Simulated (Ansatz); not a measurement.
Consider the silylene formation by 1,1-elimination: `C#C[SiH](N)[GaH2]` → `C#[C][GaH2]` + `N[SiH]`.

Isolated molecules relaxed with PBE0-D4/def2-TZVP in Ansatz; ΔE leaves out vibrations. CCSD(T)/CBS adds triple-zeta CCSD(T) − MP2 to the extrapolated MP2 energy (def2 sets, frozen cores). This one scheme is used for every species. DFT in def2-TZVPP. For Ga outer-core shells are correlated without core-valence functions, which leaves a few kJ/mol of doubt a bond. Scalar relativity is left out up to krypton. Each species was taken in one conformer, which may not be the lowest.

`C#C[SiH](N)[GaH2]`:

```xyz
11

C    -0.313    2.617   -0.487
C    -0.115    1.541    0.027
Si    0.114   -0.159    0.698
N     1.713   -0.783    0.587
Ga   -1.401   -1.473   -0.637
H    -0.481    3.573   -0.929
H    -0.226   -0.073    2.142
H     2.450   -0.376    1.141
H     2.064   -1.080   -0.310
H    -0.876   -2.198   -1.935
H    -2.931   -1.590   -0.297
```

`C#[C][GaH2]`:

```xyz
6

C    -0.216   -1.819   -0.032
C    -0.074   -0.618   -0.010
Ga    0.153    1.285    0.023
H    -0.342   -2.878   -0.052
H    -1.113    2.173    0.227
H     1.593    1.856   -0.157
```

`N[SiH]`:

Cartesian coordinates in Å:
```
N 0.216 -0.070 -0.516
Si 0.377 -0.296 1.168
H -0.556 0.375 -0.987
H 0.923 -0.385 -1.162
H -0.960 0.376 1.497
```

(1) Is it downhill or uphill in electronic energy at CCSD(T)/CBS, and by how much? (Best estimate.)

(2) What do these levels give: ωB97X-V, CCSD/def2-SVP, HF/def2-QZVPP, SCS-MP2/def2-QZVPP, MP2/CBS(def2), CCSD/CBS(def2)? (Estimate.)

Largest T1 diagnostic among the species: 0.015.

Answers

(1) Ansatz gave: Uphill: ΔE = +39.2 kcal/mol.

(2) Computed: ωB97X-V 41.2, CCSD/def2-SVP 32.2, HF/def2-QZVPP 34.4, SCS-MP2/def2-QZVPP 38.9, MP2/CBS(def2) 42.4, CCSD/CBS(def2) 38.7 kcal/mol.

From r2SCAN to r2SCAN0 (25 % exact exchange), in def2-TZVPP and without D4, ΔE moves by +0.8 kcal/mol. The D4 term adds +4.0 kcal/mol with B3LYP and +2.2 kcal/mol with PBE0; it sums over pairs of atoms, weighted by their polarisabilities, and B3LYP, whose exchange is more repulsive, gets the larger term. Leaving LDA and LC-ωPBE aside and taking each functional with its dispersion term where it has one, the values, not all of them listed here, spread over 7.6 kcal/mol, from BLYP-D4 to r2SCAN0-D4. LDA lies +6.7 kcal/mol from PBE without D4.

B3LYP here is the variant with VWN-RPA as its local correlation; programs differ in this.
